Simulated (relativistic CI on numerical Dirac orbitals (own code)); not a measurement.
What each ingredient does to the levels of Rb XIV

Base calculation: Dirac-Coulomb-Breit CI, KLI orbitals optimised for each configuration, a model potential for QED, unscaled Slater integrals.

Configurations in the expansion (outside the closed core [Ne]): 3s2 3p6 3d6, 3s2 3p5 3d7, 3s2 3p4 3d8, 3s 3p6 3d7, 3s2 3p6 3d5 4s, 3p6 3d8, 3s2 3p6 3d5 4p, 3s 3p5 3d8, 3s2 3p6 3d5 4d, 3s2 3p6 3d4 4s2, 3s2 3p6 3d5 4f, 3s2 3p6 3d4 4s 4p, 3s2 3p6 3d5 5s, 3s2 3p6 3d4 4p2, 3s2 3p6 3d5 5p, 3s2 3p6 3d5 5d. Levels of other configurations are missing.

Variants: (1) valence Slater integrals scaled by 0.9; (2) QED terms removed; (3) non-relativistic limit. Shifts of the energy above 3s2 3p6 3d6 5D_4, in cm⁻¹, for the lowest level and the first level of each name with at least 55 % of one term (blank where a level changes its place among those of its configuration and J or its character, or is not in the variant):

```tsv
Level	Base	Δ(1)	Δ(2)	Δ(3)
3s2 3p6 3d6 5D_4	0.0	0.0	0.0	0.0
3s2 3p6 3d6 5D_3	6923.7	+89.0	-25.2	-6923.7
3s2 3p6 3d6 5D_2	10133.2	-93.0	-28.7	-10133.2
3s2 3p6 3d6 5D_1	12644.6	-46.4	-37.8	-12644.6
3s2 3p6 3d6 5D_0	13736.2	-70.3	-40.3	-13736.2
3s2 3p6 3d6 3P_2	52099.1	-4193.9	-2.1	+381.0
3s2 3p6 3d6 3H_6	60123.6	-5867.1	-13.5	-2389.2
3s2 3p6 3d6 3H_5	61372.6	-5978.2	-10.0	-3638.2
3s2 3p6 3d6 3F_3	64982.2	-5497.0	-18.9	-6033.9
3s2 3p6 3d6 3F_2	67041.6	-5535.2	-22.1	-8093.3
3s2 3p6 3d6 3H_4	67793.0	-5502.7	-39.1	
3s2 3p6 3d6 3P_1	70820.5	-4247.7	-63.9	-18340.3
3s2 3p6 3d6 3P_0	71456.9	-5045.9	-40.2	-18976.8
3s2 3p6 3d6 3G_5	76908.4	-6391.0	-43.7	-7838.1
3s2 3p6 3d6 3G_4	80895.9	-6664.3	-44.0	-11825.6
3s2 3p6 3d6 3G_3	82967.5	-6502.2	-53.8	-13897.2
3s2 3p6 3d6 3D_2	89606.8	-7891.8	-16.3	-4795.8
3s2 3p6 3d6 3D_1	92185.7	-7746.0	-31.2	-7374.7
3s2 3p6 3d6 3D_3	92754.6	-7943.7	-29.6	-7943.6
3s2 3p6 3d6 1I_6	94943.8	-8612.1	-41.0	-8068.4
3s2 3p6 3d6 1G_4	97921.8	-7401.1	-68.4	-13898.4
3s2 3p6 3d6 1S_0	107304.2	-7580.3	-72.4	-15280.7
```

At this charge energies of transitions that change n are usually good to better than 1 %, and those within a shell (Δn = 0) to a few per cent. Terms inside the open d or f shell come out 10 to 20 % too wide with unscaled integrals.

Ionisation energy from the two ground configurations alone: base 442.806 eV; valence Slater integrals scaled by 0.9 443.546 eV. The NIST ASD value (theoretical) is 443 eV.

LS names give the leading component of a level, which can be under half, so a name can repeat, a term be missing and a line seem to break the LS rules.
